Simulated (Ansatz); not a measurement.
C2H7AlFN, SMILES `C[NH][Al]([CH3])[F]` at its PBE0-D4/def2-TZVP geometry, where that method's forces vanish. The species carries charge 0 and has multiplicity 1.

```xyz
12

C    -1.7829    0.5429    0.2983
N    -0.9932   -0.6473    0.5281
Al    0.7059   -0.9351    0.1560
C     1.8861    0.3593   -0.6716
F     1.2796   -2.4342    0.5650
H    -2.6331    0.3585   -0.3693
H    -2.1771    0.9696    1.2283
H    -1.1698    1.3156   -0.1722
H    -1.5324   -1.3823    0.9611
H     2.7315    0.5899   -0.0167
H     1.3791    1.2983   -0.9055
H     2.3062   -0.0353   -1.6014
```

(1) What forces (eV/Å) does r2SCAN-D4/def2-TZVPP give on these atoms in Ansatz 0.2.0? (Best estimate.)

## Answers

(1) Computed: 
```
C1  -0.134  0.188 -0.033
N2   0.137 -0.143  0.015
Al3  0.040  0.021 -0.019
C4  -0.044 -0.013  0.018
F5   0.012 -0.035  0.010
H6   0.000  0.006  0.006
H7  -0.004  0.000 -0.008
H8  -0.005 -0.019  0.009
H9  -0.040 -0.022  0.020
H10 -0.007  0.006 -0.030
H11  0.039 -0.013 -0.005
H12  0.006  0.025  0.018
```
